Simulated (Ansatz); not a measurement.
Input for Ansatz (a program for electronic structure): R-SVWN5/def2-TZVPP on H2OSn (SMILES [OH][SnH]), a point of a torsion scan. Elements past Kr take the def2 small-core potentials; no spin–orbit coupling.

Ansatz 0.2 input:
```yaml
crystal:
  periodic: [false, false, false]
  atoms:
    - {symbol: O, position_ang: [-1.02721079, 0.11584942, 0.14412841]}
    - {symbol: Sn, position_ang: [0.77620366, 0.89119814, -0.11773577]}
    - {symbol: H, position_ang: [-1.77220618, -0.42316586, -0.10724686]}
    - {symbol: H, position_ang: [1.95174666, -0.67185489, -0.22959989]}
basis:
  gaussian:
    orbitals: def2-TZVPP
hamiltonian:
  xc: {name: SVWN5}
scf: {lower_state_search: off}
```

The log:

```
WARN ansatz: RAYON_NUM_THREADS=1 ignored (pool sized by the plan → 1); use --threads N
Functional definition: SVWN5
these checks for a lower state are left out or cut short: stability, starts, cluster_reference, orbital_swaps, neighbouring_geometries, increment
integrals: 0.03 GiB planned
657 factors; their error is unknown
mean field: 0.23 GiB planned
mean field evaluation 1: about -7878.9873 eV, gradient 7.1e1 eV
mean field evaluation 2: about -7722.3123 eV, gradient 2.1e2 eV
mean field evaluation 4: about -7886.7540 eV, gradient 1.9e1 eV
mean field evaluation 8: about -7887.7766 eV, gradient 2.6e-1 eV
mean field evaluation 16: about -7887.7715 eV, gradient 4.7e-4 eV
mean field -7887.77149234 eV, -289.8702558199 hartree, gradient 1.6e-6 eV, S^2 0.000000; 0 other end points of the search recorded, 0 dependent functions left out
reference -7887.77153044 eV, -289.8702572201 hartree; 16, 16 occupied and 93, 93 virtual orbitals, 657 factors
Total energy: -7887.77153044 eV, -289.8702572201 hartree
Checks for a lower state left out: stability, starts, cluster_reference, orbital_swaps, neighbouring_geometries, increment
```

The run converged.

Cost: very roughly 0.6 core-seconds.
